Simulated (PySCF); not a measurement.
C$_{4}$H$_{3}$O (SMILES [c]1ccoc1), doublet (typed; the unrestricted solution is spin-contaminated), at a GFN2-xTB geometry. Base run: PySCF with CCSD/6-31G.

PySCF was given this input:
```python
from pyscf import gto, scf, cc

mol = gto.Mole()
mol.atom = '''
    O     0.003210    0.037124    1.100777
    C    -0.004705    1.132784    0.306132
    C     0.006077   -1.038904    0.290733
    C    -0.006685    0.732466   -0.983357
    C     0.000199   -0.672687   -1.022982
    H    -0.008057    2.094604    0.774367
    H     0.012330   -2.003975    0.757835
    H     0.000727   -1.309578   -1.881567
'''
mol.basis = '6-31g'
mol.charge = 0
mol.spin = 1
mol.verbose = 5
mol.build()

mf = scf.UHF(mol)
mf.kernel()

mycc = cc.CCSD(mf)
mycc.kernel()
print('E(CCSD) = %.10f' % mycc.e_tot)
mf.analyze()
```

The base run was repeated with changes; each row names its change, and settings that it needs were set with it.

```
change                ΔE vs base (kcal/mol)  MP2 correlation (Eh)  CC correlation without the perturbative part (Eh)  basis functions  core-seconds (rough)
--------------------  ---------------------  --------------------  -------------------------------------------------  ---------------  --------------------
base                                  0.000              -0.42477                                           -0.47317               51                    10
cc.level_shift = 0.2                  0.000              -0.42477                                           -0.47317               51                    10
cc.conv_tol = 1e-9                    0.000              -0.42477                                           -0.47317               51                    20
cart = on                             0.000              -0.42477                                           -0.47317               51                    10
frozen = 6                            29.76              -0.37702                                           -0.42574               51                     8
cc.diis_space = 3                     0.000              -0.42477                                           -0.47317               51                    20
cc.diis_space = 10                    0.000              -0.42477                                           -0.47317               51                    10
method = cisd                    (withheld)                     -                                                  -               51                     5
method = mp2                          30.37              -0.42477                                                  -               51                     1
cc.direct = True                      0.000              -0.42477                                           -0.47317               51                    30
```

Question: Fill in the missing entries.

Answer: 
- method = cisd, ΔE vs base (kcal/mol): 45.77

Open shells are given as the SCF converged; they aren't shown to be the lowest states, and a large step between rows can be another state.
